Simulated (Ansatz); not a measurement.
Other settings, tried on V₅O₂₁H₁₇.

```yaml
crystal:
  periodic: [false, false, false]
  atoms:
    - {symbol: V, position_ang: [1.735612, 2.821527, -0.598354]}
    - {symbol: V, position_ang: [0.843768, -1.993878, 0.406002]}
    - {symbol: V, position_ang: [4.291716, -0.299156, 1.094315]}
    - {symbol: V, position_ang: [-2.530042, -2.404003, -0.003852]}
    - {symbol: V, position_ang: [-2.089904, 1.563440, 0.532155]}
    - {symbol: O, position_ang: [-3.595469, 1.022491, 1.394164]}
    - {symbol: O, position_ang: [1.126997, 4.201790, -1.545657]}
    - {symbol: O, position_ang: [-1.505073, 3.270658, 0.718813]}
    - {symbol: O, position_ang: [-3.073697, 2.005868, -0.942091]}
    - {symbol: O, position_ang: [1.205011, 3.002874, 1.065419]}
    - {symbol: O, position_ang: [-3.081157, -1.633372, 1.452743]}
    - {symbol: O, position_ang: [1.694835, -1.475713, -0.997082]}
    - {symbol: O, position_ang: [-0.988283, 0.962241, 1.670862]}
    - {symbol: O, position_ang: [-1.192927, 0.379034, -0.631185]}
    - {symbol: O, position_ang: [0.805104, -0.733994, 1.476452]}
    - {symbol: O, position_ang: [1.136308, 1.339618, -1.288143]}
    - {symbol: O, position_ang: [3.141191, 0.521768, 2.109719]}
    - {symbol: O, position_ang: [3.334683, 2.715184, -0.642856]}
    - {symbol: O, position_ang: [-4.232927, -3.758641, -2.582453]}
    - {symbol: O, position_ang: [-3.275765, -3.956815, -0.158405]}
    - {symbol: O, position_ang: [-2.973898, -1.576252, -1.314317]}
    - {symbol: O, position_ang: [1.793350, -3.262007, 1.126145]}
    - {symbol: O, position_ang: [-0.737675, -2.619544, 0.016076]}
    - {symbol: O, position_ang: [5.929484, 0.212574, 1.494101]}
    - {symbol: O, position_ang: [4.102294, -1.878173, 1.232230]}
    - {symbol: O, position_ang: [3.836694, 0.066075, -0.604182]}
    - {symbol: H, position_ang: [-4.374424, 1.223655, 0.832566]}
    - {symbol: H, position_ang: [1.768383, 4.823971, -1.938512]}
    - {symbol: H, position_ang: [-1.865931, 3.861258, 0.026466]}
    - {symbol: H, position_ang: [-2.883017, 1.877173, -1.888201]}
    - {symbol: H, position_ang: [0.229427, 3.205172, 1.139990]}
    - {symbol: H, position_ang: [-3.355068, -0.672003, 1.538625]}
    - {symbol: H, position_ang: [2.436167, -0.777735, -1.002885]}
    - {symbol: H, position_ang: [-0.200423, 0.247685, 1.646652]}
    - {symbol: H, position_ang: [-1.780183, 0.038097, -1.342814]}
    - {symbol: H, position_ang: [0.232152, 0.928773, -1.088574]}
    - {symbol: H, position_ang: [2.220505, 0.133809, 2.138936]}
    - {symbol: H, position_ang: [-3.545318, -4.109324, -3.180998]}
    - {symbol: H, position_ang: [-3.734479, -4.084737, -1.064993]}
    - {symbol: H, position_ang: [-3.979012, -2.809837, -2.481924]}
    - {symbol: H, position_ang: [2.745208, -2.998065, 1.288776]}
    - {symbol: H, position_ang: [6.637738, -0.437503, 1.666952]}
    - {symbol: H, position_ang: [3.748035, 1.055995, -0.770700]}
basis:
  gaussian: {orbitals: STO-3G}
hamiltonian: {xc: {name: rPW86-PBE}}
scf: {omitted_lower_state_checks: [starts]}
output: {forces: true}
```

```sh
$ ansatz run in.yaml --threads 2 --pin off --events-out ev --progress --plain --max-ram 22528MiB --backend cuda --devices 0, --max-vram 18GiB
```

Shortened log:

```
Functional definition: rPW86-PBE
3119 factors; integrals over basis functions are off by at most 3.8e-4 eV
mean field evaluation 1: about -169884.8712 eV, gradient 1.6e2 eV
mean field evaluation 2: about -167983.2833 eV, gradient 6.8e2 eV
mean field evaluation 4: about -169947.8388 eV, gradient 7.7e1 eV
mean field evaluation 8: about -169963.3289 eV, gradient 1.8e1 eV
mean field evaluation 16: about -169964.1056 eV, gradient 8.0e-1 eV
mean field evaluation 32: about -169963.3976 eV, gradient 7.5e-4 eV
mean field -169963.39755154 eV, -6246.0396546905 hartree, gradient 3.6e-5 eV, S^2 0.000000; 0 other end points of the search recorded, 0 dependent functions left out
reference -169963.39772553 eV, -6246.0396610845 hartree; 150, 150 occupied and 62, 62 virtual orbitals, 3119 factors
Total energy: -169963.39772553 eV, -6246.0396610845 hartree
Atom 0 force    -0.077606    -0.185739    -0.412197 eV/Å
Atom 1 force     0.066437     0.745889     0.003977 eV/Å
Atom 2 force    -0.236534    -0.532098     0.052545 eV/Å
Atom 3 force    -0.033084     0.886814    -0.503425 eV/Å
Atom 4 force     0.310058    -0.206394    -0.996464 eV/Å
Atom 5 force     3.456367    -0.726067     0.875298 eV/Å
Atom 6 force    -1.233490    -3.240687     2.048477 eV/Å
Atom 7 force     0.952636    -3.217673     1.930528 eV/Å
Atom 8 force     0.263031     0.014984     4.489517 eV/Å
Atom 9 force     2.578332    -0.547174    -1.756805 eV/Å
Atom 10 force     1.205624    -2.813893    -1.854482 eV/Å
Atom 11 force    -2.217640    -1.731354     1.588759 eV/Å
Atom 12 force    -2.167762     1.482032    -1.292529 eV/Å
Atom 13 force     1.711659     1.527864     2.779114 eV/Å
Atom 14 force     0.003588    -0.904535    -1.062041 eV/Å
Atom 15 force     2.323808     2.505655     0.455129 eV/Å
Atom 16 force     3.150692    -0.025847    -1.113025 eV/Å
Atom 17 force    -1.767772    -0.683494     0.114504 eV/Å
Atom 18 force    -2.991301    -1.901959     2.653312 eV/Å
Atom 19 force     1.420698     1.606716     1.625867 eV/Å
Atom 20 force     0.763157    -1.155643     1.673709 eV/Å
Atom 21 force    -2.822680     0.660965    -1.060702 eV/Å
Atom 22 force    -0.023547     0.968151     0.455783 eV/Å
Atom 23 force    -3.676287     1.361227    -0.885659 eV/Å
Atom 24 force    -0.431095     1.585097    -0.170048 eV/Å
Atom 25 force    -0.012166    -2.672518     1.681106 eV/Å
Atom 26 force    -2.018111     0.491489    -1.468089 eV/Å
Atom 27 force     1.805853     1.557179    -0.952413 eV/Å
Atom 28 force    -0.934436     1.543154    -1.839452 eV/Å
Atom 29 force     0.756346    -0.513791    -2.396737 eV/Å
Atom 30 force    -2.501046     0.523990    -0.058955 eV/Å
Atom 31 force    -0.699501     2.445008     0.023609 eV/Å
Atom 32 force     1.834151     1.582901     0.165210 eV/Å
Atom 33 force     1.303630    -1.163956    -0.052077 eV/Å
Atom 34 force    -1.625279    -0.811948    -1.934718 eV/Å
Atom 35 force    -2.370699    -0.999011     0.538987 eV/Å
Atom 36 force    -2.382890    -1.115429    -0.197885 eV/Å
Atom 37 force     2.247853    -0.656514    -1.724477 eV/Å
Atom 38 force    -0.961254    -0.178584    -2.164742 eV/Å
Atom 39 force     1.228152     2.738859     0.192166 eV/Å
Atom 40 force     2.418136     0.918977     0.327024 eV/Å
Atom 41 force     1.733646    -1.729256     0.419170 eV/Å
Atom 42 force    -0.349675     2.566611    -0.196873 eV/Å
Dipole moment:    -0.548293     0.404542    -0.901375 e Å
Checks for a lower state left out: starts
```

Run time 10 s (2 threads of AMD EPYC 7R13 on a shared host and a share (18 GiB) of an NVIDIA H100 80GB HBM3), peak host memory 1.2 GiB.

The restricted singlet is unstable towards broken spin symmetry in Hartree–Fock (as tested in another run); at RKS rPW86-PBE/STO-3G this wasn't settled.
